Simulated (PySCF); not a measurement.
**ScF at HSE06**

Level: HSE06. basis Sc def2-TZVPP, F def2-TZVPP; no relativity; PySCF 2.14.

| Quantity | Value |
| --- | --- |
| state | ³Δ (triplet), unpaired electrons σ ↑, δ ↑ |
| bond length | 1.842 Å |
| harmonic wavenumber | 666 cm⁻¹ |
| force constant | 3.49 mdyn/Å |
| rotational constant Be | 0.3722 cm⁻¹ |
| anharmonicity ωexe | 3.26 cm⁻¹ |
| vibration–rotation constant αe | 0.00260 cm⁻¹ |
| well depth De to Sc (3d1 4s2) + F | 604 kJ/mol |
| dissociation energy D0 | 600 kJ/mol |
| bond order (Mayer) | 1.02 |
| dipole moment (positive dipole means Sc(−)F(+)) | -2.88 D |

The metal atom is held in its measured ground configuration; semilocal functionals can put another filling of s and d lower by some tenths of an eV, and De to that atom would be smaller. The state is the lowest single determinant that the PBE0 search found; with open d or f shells the true ground state can be another one.
